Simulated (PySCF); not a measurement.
# Vibration and rotation of PbH

UHF-CCSD(T) constants of PbH, ²Π (doublet), unpaired electrons π ↑ (PySCF, scalar-relativistic core potentials, basis sets H def2-SVP, Pb def2-SVP with ECP60; masses 1.0078 and 207.9766 u):

```
ωe           : 1573.4 cm⁻¹
ωexe         : 25.6 cm⁻¹
Be           : 4.8809 cm⁻¹
αe           : 0.130 cm⁻¹
De to H + Pb : 2.23 eV
```

Task: What force constant and bond length do these constants imply?

Result: Reduced mass μred = 1.0030 u; k = 5.8918×10⁻⁷·μred·ωe² (u, cm⁻¹, mdyn/Å) = 1.46 mdyn/Å; Re = √(16.8576/(μred·Be)) (u, cm⁻¹, Å) = 1.856 Å.

Task: Estimate the centrifugal constant D from the Kratzer relation and find the Dunham coefficient a1.

Result: D = 4Be³/ωe² = 0.000188 cm⁻¹; a1 = −1 − αeωe/(6Be²) = -2.43.

Correlated steps freeze 4 core orbitals. Correlated levels converge slowly with the basis: in double zeta they bind strong bonds too weakly, by up to about 1 eV, and carry superposition errors of some tenths. Spin–orbit coupling is left out, which matters for elements this heavy, above all for dissociation energies. The state was picked by a PBE0 search and need not be the measured ground state.
